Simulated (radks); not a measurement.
Initial-state core-level shifts of the holmium ion Ho+ when its valence configuration changes from [Xe] 4f11 6s1. Method: Dirac Kohn-Sham, PBE, spin-unpolarised, spherical densities, point nucleus; open shells fill j = l - 1/2 first; computed with a radial shooting solver on a logarithmic mesh with Libxc functionals. Shifts are changes of the shell-averaged eigenvalues in eV (positive: less bound).

valence                    2s       3s       4s      5s
4f12                   +6.304   +6.769   +6.732  +4.746
4f10.5 6s1 6p0.5       -4.953   -5.289   -5.197  -3.631
4f10 6s2               -9.263  -10.007   -9.749  -6.249
4f11 6s0.5 6p0.5       -0.592   -0.584   -0.589  -0.617
4f11 6p1               -1.175   -1.159   -1.169  -1.224
4f10 5d1 6s1           -6.870   -7.674   -7.402  -3.856
4f10 5d0.5 6s1 6p0.5   -8.602   -9.375   -9.113  -5.600
4f9 5d1.5 6s1 6p0.5   -16.611  -18.426  -17.629  -9.522
4f11.5 6s0.5           +3.663   +3.935   +3.895  +2.695
